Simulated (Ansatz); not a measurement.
Sb₂, charge -1, doublet, at a GFN2-xTB geometry (a state made from the parent by changing its charge; the spin is typed, not shown lowest) (all electrons, no relativity) (a gas-phase anion, which may not be bound at this level).

The Ansatz (a program for electronic structure) input:
Ansatz 0.2 input:
```yaml
crystal:
  periodic: [false, false, false]
  atoms:
    - {symbol: Sb, position_ang: [-0.00000000, -0.00000000, -1.26045579]}
    - {symbol: Sb, position_ang: [0.00000000, 0.00000000, 1.26045579]}
basis:
  gaussian:
    orbitals: STO-3G
hamiltonian:
  xc: {name: wB97M-V}
total_charge: -1
magnetization: {spin_polarized: true, initial_magnetization: 1}
```

Problem. Predict the number of basis functions from Ansatz with WB97M-V/STO-3G.

Solution. 54

Problem. Estimate the total energy that WB97M-V/STO-3G returns for this input.

Solution. -12506.9872 Eh

Problem. What <S^2> does WB97M-V/STO-3G give?

Solution. 0.750

A gas-phase anion may not be bound at this level; its values then depend on the basis.
